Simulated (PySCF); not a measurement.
## Calculated data, Al₂B₂H₄, AlB₂H₄, CH₆AlB₂

Computed with PySCF 2.14.0. Calculation on a computer-drawn molecule: the log of a Hartree-Fock and frozen-core CCSD(T) single point meant for a local Hartree-Fock minimum, with one planted fault or none, to be diagnosed. Offsets are logged minus clean, where the clean run is the same molecule without the fault. The reference is restricted for singlets and unrestricted otherwise, and also for a bond in bohr or an excited solution. Adding or removing an electron swaps singlet and doublet. The excited solution moves the top pair (singlet) or top alpha electron (doublet) to the lowest empty orbital. Highest occupied and lowest empty are orbital energies over both spins, largest force is the largest gradient component, triples share is (T) over the correlation energy, the T1 limit is 0.02 restricted and 0.045 unrestricted, electrons count all cores, a negative frequency is imaginary (commonest isotopes), and the dipole is about the centre of nuclear charge.

Common to all runs: meant charge 0; meant basis cc-pV(D+d)Z; logged SCF converged yes; logged CC converged yes; logged SCF stable within its kind yes; possible faults no fault, one electron removed, one electron added, multiplicity raised by two, geometry at a saddle point, SCF held on an excited solution, minimal basis STO-3G, one bond length entered in bohr, all coordinates scaled.

(1) 
```xyz
8
formula=Al2B2H4 meant_multiplicity=1 logged_electrons=40 logged_basis_functions=94 logged_spin_squared=0 logged_highest_occupied=-7.4107 logged_lowest_empty=0.0091895 logged_largest_force=0.031145 logged_T1_diagnostic=0.022563 logged_D1_diagnostic=0.059478 logged_triples_share=0.03253 logged_dipole_magnitude=0.17803 logged_energy_HF=-535.42416 logged_energy_CCSD(T)=-535.7693 planted_fault=all_coordinates_scaled,by_-5.2_% HF_energy_offset_from_clean_run=9.767 CCSD(T)_energy_offset_from_clean_run=9.188
B      0.0560    -1.8250    -1.3969
B      0.4147    -0.4066    -0.9175
Al    -0.0437     1.2264    -2.2161
Al     1.2785    -0.2086     0.8778
H      0.7942    -2.4531    -2.0051
H     -0.9668    -2.2878    -1.1757
H      0.4385     0.0048     2.1064
H      2.7766    -0.2143     1.0056
```

Units: logged_highest_occupied, logged_lowest_empty in eV; logged_largest_force in hartree/bohr; logged_dipole_magnitude in debye; logged_energy_HF, logged_energy_CCSD(T) in hartree; HF_energy_offset_from_clean_run, CCSD(T)_energy_offset_from_clean_run in kcal/mol.

Drawn bonds:
| atom | other atom | order |
| --- | --- | --- |
| 1 | 2 | 1 |
| 2 | 3 | 1 |
| 2 | 4 | 1 |
| 1 | 5 | 1 |
| 1 | 6 | 1 |
| 4 | 7 | 1 |
| 4 | 8 | 1 |

Notes: T1 above single-reference limit.

(2) 
```xyz
7
formula=AlB2H4 meant_multiplicity=2 logged_electrons=27 logged_basis_functions=71 logged_spin_squared=1.5917 logged_highest_occupied=-8.2815 logged_lowest_empty=0.28781 logged_largest_force=0.0081696 logged_T1_diagnostic=0.057485 logged_D1_diagnostic=0.20901 logged_triples_share=0.034782 logged_dipole_magnitude=0.56017 logged_energy_HF=-293.42342 logged_energy_CCSD(T)=-293.67292 planted_fault=one_bond_length_entered_in_bohr,row_6_of_the_drawn_bonds HF_energy_offset_from_clean_run=60.26 CCSD(T)_energy_offset_from_clean_run=66.84
B     -2.7290     0.2045    -0.1398
B     -1.1388     0.3063    -0.4829
Al     0.9153     0.4366    -0.9266
H     -3.3258    -0.8305    -0.2828
H     -3.3359     1.1621     0.2630
H      1.6720     1.8103    -0.7286
H      2.3664    -1.9768    -1.9234
```

Units: logged_highest_occupied, logged_lowest_empty in eV; logged_largest_force in hartree/bohr; logged_dipole_magnitude in debye; logged_energy_HF, logged_energy_CCSD(T) in hartree; HF_energy_offset_from_clean_run, CCSD(T)_energy_offset_from_clean_run in kcal/mol.

Drawn bonds:
| atom | other atom | order |
| --- | --- | --- |
| 1 | 2 | 1 |
| 2 | 3 | 1 |
| 1 | 4 | 1 |
| 1 | 5 | 1 |
| 3 | 6 | 1 |
| 3 | 7 | 1 |

Notes: T1 above single-reference limit.

(3) 
```xyz
7
formula=AlB2H4 meant_multiplicity=2 logged_electrons=28 logged_basis_functions=71 logged_spin_squared=0 logged_highest_occupied=-1.2677 logged_lowest_empty=5.7076 logged_largest_force=0.037124 logged_T1_diagnostic=0.021293 logged_D1_diagnostic=0.06297 logged_triples_share=0.038923 logged_dipole_magnitude=2.7708 logged_energy_HF=-293.53047 logged_energy_CCSD(T)=-293.83619 planted_fault=one_electron_added HF_energy_offset_from_clean_run=-6.913 CCSD(T)_energy_offset_from_clean_run=-35.61
B     -2.7290     0.2045    -0.1398
B     -1.1388     0.3063    -0.4829
Al     0.9153     0.4366    -0.9266
H     -3.3258    -0.8305    -0.2828
H     -3.3359     1.1621     0.2630
H      1.6720     1.8103    -0.7286
H      1.6832    -0.8405    -1.4541
```

Units: logged_highest_occupied, logged_lowest_empty in eV; logged_largest_force in hartree/bohr; logged_dipole_magnitude in debye; logged_energy_HF, logged_energy_CCSD(T) in hartree; HF_energy_offset_from_clean_run, CCSD(T)_energy_offset_from_clean_run in kcal/mol.

Drawn bonds:
| atom | other atom | order |
| --- | --- | --- |
| 1 | 2 | 1 |
| 2 | 3 | 1 |
| 1 | 4 | 1 |
| 1 | 5 | 1 |
| 3 | 6 | 1 |
| 3 | 7 | 1 |

Notes: T1 above single-reference limit.

(4) 
```xyz
10
formula=CH6AlB2 meant_multiplicity=2 logged_electrons=35 logged_basis_functions=95 logged_spin_squared=3.7586 logged_highest_occupied=-7.7154 logged_lowest_empty=-0.81988 logged_largest_force=0.018555 logged_T1_diagnostic=0.039988 logged_D1_diagnostic=0.21444 logged_triples_share=0.030909 logged_dipole_magnitude=2.79 logged_energy_HF=-332.46718 logged_energy_CCSD(T)=-332.88253 planted_fault=multiplicity_raised_by_two HF_energy_offset_from_clean_run=63.29 CCSD(T)_energy_offset_from_clean_run=66.88
B      1.6653     0.0821     2.5776
B      1.0961     0.0020     1.0539
Al     0.3593    -0.1018    -0.9233
C     -1.5597     0.0425    -1.3286
H      2.8438    -0.0086     2.8046
H      0.9173     0.2339     3.5086
H      1.4115    -0.3032    -2.0924
H     -2.1863     0.1810    -0.4428
H     -1.7476     0.8847    -2.0057
H     -1.9112    -0.8567    -1.8490
```

Units: logged_highest_occupied, logged_lowest_empty in eV; logged_largest_force in hartree/bohr; logged_dipole_magnitude in debye; logged_energy_HF, logged_energy_CCSD(T) in hartree; HF_energy_offset_from_clean_run, CCSD(T)_energy_offset_from_clean_run in kcal/mol.

Drawn bonds:
| atom | other atom | order |
| --- | --- | --- |
| 1 | 2 | 1 |
| 2 | 3 | 1 |
| 3 | 4 | 1 |
| 1 | 5 | 1 |
| 1 | 6 | 1 |
| 3 | 7 | 1 |
| 4 | 8 | 1 |
| 4 | 9 | 1 |
| 4 | 10 | 1 |
